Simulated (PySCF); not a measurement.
These 2 structures share the formula [C8H20P]+ (charge +1). Method used: PySCF, PBE0-D3(BJ)/def2-SVP geometry optimisation, gas phase. Energies are electronic, without zero-point or thermal terms, for one conformer each. No frequencies were run at this level. Point groups hold within 0.08 Å.

**Question.** Rank from lowest to highest electronic energy at this level (kJ/mol).
A. `[CH3:1][CH2:2][P+:3]([CH2:4][CH3:5])([CH2:6][CH3:7])[CH2:8][CH3:9]` (charge +1) with C1–C2–P3–C4 -179°, C2–P3–C4–C5 179°, C2–P3–C6–C7 61°, C2–P3–C8–C9 -59°
B. `[CH3:1][CH2:2][P+:3]([CH3:4])([CH2:5][CH3:6])[CH:7]([CH3:8])[CH3:9]` (charge +1) with C1–C2–P3–C4 65°, C2–P3–C5–C6 -62°, C2–P3–C7–C8 -60°

**Answer.** B (0.0), A (1.7).

Neighbours under 21 kJ/mol apart (CC[P+](C)(CC)C(C)C and CC[P+](CC)(CC)CC) can change places with a better method, another conformer or zero-point energy.

| SMILES | E (Eh) | E rel (kJ/mol) | dipole about centre of mass (D) | point group | A, B, C (MHz) |
| --- | --- | --- | --- | --- | --- |
| CC[P+](C)(CC)C(C)C | -657.23453 | 0.0 | 0.81 | C1 | 1507, 1078, 860.7 |
| CC[P+](CC)(CC)CC | -657.23390 | 1.7 | 0.01 | near D2d | 1264, 1254, 807.2 |

**Question.** How do the relative energies change in single points at PBE0/pcSseg-1 (no added dispersion term) on the same geometries?

**Answer.** 
| SMILES | PBE0-D3(BJ)/def2-SVP (kJ/mol) | PBE0/pcSseg-1 (kJ/mol) | shift |
| --- | --- | --- | --- |
| CC[P+](C)(CC)C(C)C | 0.0 | 0.0 | 0.0 |
| CC[P+](CC)(CC)CC | 1.7 | 2.0 | +0.3 |

Each column counts from its own lowest isomer. The order is unchanged; the largest shift is 0.3 kJ/mol.

**Question.** As an exercise, what shares would exp(−E/RT) give at 1000 K from these electronic energies alone (no entropy, no degeneracies)?

**Answer.** RT = 8.314 kJ/mol: CC[P+](C)(CC)C(C)C 54.9 %, CC[P+](CC)(CC)CC 45.1 %.
